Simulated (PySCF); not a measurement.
C₄H₄, SMILES C1=CC=C1.

Geometry optimised at PBE0-D3(BJ)/def2-SVP.

Two levels are set side by side: TDDFT-PBE/def2-SVPD (PySCF) and TDDFT-ωB97X/def2-SVPD (PySCF). Vertical, same geometry. The lowest singlet is HOMO→LUMO 101 % with PBE and HOMO→LUMO 101 % with the other functional; states are paired by order. Differences are taken from unrounded values.

```json
[
 {"quantity": "lowest singlet excitation (eV)", "TDDFT-ωB97X": "2.71"},
 {"quantity": "lowest triplet excitation (TDA) (eV)", "TDDFT-ωB97X": "1.24"}
]
```

What does TDDFT-PBE give, and how far is it from TDDFT-ωB97X? (An estimate is asked for; the answer gives what the named calculation found.)


| quantity | TDDFT-PBE | TDDFT-PBE minus TDDFT-ωB97X |
|---|---|---|
| lowest singlet excitation (eV) | 2.52 | -0.19 |
| lowest triplet excitation (TDA) (eV) | 1.17 | -0.07 |

A lower first singlet is the usual sign of a functional without exact exchange. Differences between two approximate levels are no errors against the true value.

Rough cost on one machine, each run with all the roots and properties that it gave: TDDFT-ωB97X against TDDFT-PBE about 6 times.
